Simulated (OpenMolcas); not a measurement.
Pt6+ among 8 point charges of -1.2 e arranged as a cube (Oh), 1.63 Å from the ion.

```json
{"Program": "OpenMolcas", "Method": "CASSCF", "Basis": "ANO-RCC-VTZP [8s7p5d3f1g]", "Scalar Hamiltonian": "DKH2, point nucleus", "Active space": "4 electrons in 5 orbitals (5d)", "State averaging": "2S+1 = 5 even, 5 roots; 2S+1 = 3 even, 45 roots; 2S+1 = 1 even, 50 roots", "Spin-orbit coupling": "RASSI with atomic mean-field integrals over the reference wave functions"}
```

**Question.** What is the spin-free ground state (labels of O, the rotations of Oh)?

**Answer.** 5T2, 3-fold in its orbital part, 100 % from free-ion D terms; it has the highest spin that d4 allows.

**Question.** Where is the first state of the same spin?

**Answer.** 5E at 9390 cm-1 above the ground state.

**Question.** What are the lowest two levels with spin-orbit coupling?

**Answer.** A 1-fold level A1, then a 3-fold level T1 7380 cm-1 above it. Their leading multiplicities are 5 (54 %) and 5 (80 %).

**Question.** What is χT at 300 K?

**Answer.** 0.04 cm3 K/mol.

**Question.** Which ligand-field parameters describe the states?

**Answer.** A least-squares ligand-field fit to the states below 45000 cm-1, each weighted by its degeneracy and with a free common offset, gives 10Dq = -9445 cm-1 (negative for this site), B = 989 cm-1 and C = 4189 cm-1 (C/B = 4.23), with an rms deviation of 153 cm-1. 

Spin-orbit coupling mixes the spin-free states strongly: the lowest level takes only 44 % from its leading state, 5T2. Without dynamic correlation the repulsion within the d shell is too large (B by tens of per cent), so at a given field states of lower spin stand too high. Point charges give a weaker field than real ligands, and real ions of this kind are as a rule low spin; the high spin found here belongs to the model. Point charges carry no covalency, so the field is a model and not that of real ligands. No measured value stands beside these numbers.
